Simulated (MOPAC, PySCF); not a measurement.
C$_{2}$H$_{4}$B$_{2}$, SMILES `C(/C=B/[H])=B\[H]`, neutral singlet in the gas phase. 

Cartesian coordinates (Å):
```xyz
8

B     -1.4573     1.0705     0.2233
C     -0.8049    -0.1355     0.1268
C      0.5539    -0.6072    -0.0826
B      1.7988    -0.0599    -0.2832
H     -2.1046     2.0402     0.3202
H     -1.5653    -0.9159     0.2483
H      0.6827    -1.6959    -0.0934
H      2.8967     0.3037    -0.4592
```
Charge 0, multiplicity 1.

All levels are single points at this geometry (CAM-B3LYP-D3(BJ)/def2-TZVP); Pople sets use spherical d functions. Orbital energies aren't observables, and empty levels follow the basis.

```json
[
 {"level": "CAM-B3LYP-D3(BJ)/def2-TZVP in PySCF", "HOMO (eV)": "-6.58", "LUMO (eV)": "-0.39", "gap (eV)": "6.19", "dipole (D)": "0.41", "vertical IE, Delta-SCF (eV)": "7.47"},
 {"level": "TPSSh-D3(BJ)/def2-TZVP in PySCF", "HOMO (eV)": "-4.82", "LUMO (eV)": "-1.81", "gap (eV)": "3.02", "dipole (D)": "0.31", "vertical IE, Delta-SCF (eV)": "7.33"},
 {"level": "B3LYP/6-311+G** in PySCF", "HOMO (eV)": "-5.21", "LUMO (eV)": "-1.74", "gap (eV)": "3.47", "dipole (D)": "0.31", "vertical IE, Delta-SCF (eV)": "–"},
 {"level": "PBE/6-31G* in PySCF", "HOMO (eV)": "-4.07", "LUMO (eV)": "-1.96", "gap (eV)": "2.11", "dipole (D)": "0.07", "vertical IE, Delta-SCF (eV)": "7.18"},
 {"level": "AM1 in MOPAC", "HOMO (eV)": "-6.96", "LUMO (eV)": "1.43", "gap (eV)": "8.39", "dipole (D)": "1.30", "vertical IE, Delta-SCF (eV)": "–"},
 {"level": "PM6 in MOPAC", "HOMO (eV)": "-7.19", "LUMO (eV)": "0.14", "gap (eV)": "7.33", "dipole (D)": "0.55", "vertical IE, Delta-SCF (eV)": "–"}
]
```
